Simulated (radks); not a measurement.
Question: Ionisation of the lithium ion Li+, [He], to 1s1 as the strength of local exchange is varied. All-electron calculation, scalar-relativistic Kohn-Sham, Slater X-alpha exchange (alpha = 2/3 is LDA exchange), no correlation, spin-polarised, spherical densities, point nucleus. Program: a radial shooting solver on a logarithmic mesh with Libxc functionals.

alpha  E(Li+) (hartree)  exchange (hartree)  IE (eV)  -e of the level emptied (eV)  <r> of it (bohr)
0.667          -7.01012            -1.39137   71.868                   57.740 (1s)            0.5876
0.763          -7.21203            -1.61788   74.245                   60.771 (1s)            0.5771
0.971          -7.66083            -2.13129   79.551                   67.596 (1s)            0.5557
0.977          -7.67401            -2.14656   79.708                   67.799 (1s)            0.5551
?              -7.73125            -2.21302   80.387                   68.678 (1s)            0.5526

Which alpha was used in the last row?

Answer: alpha = 1.003. NIST Atomic Spectra Database: 75.640 eV (theoretical). The Delta-SCF value meets it near alpha = 0.82.
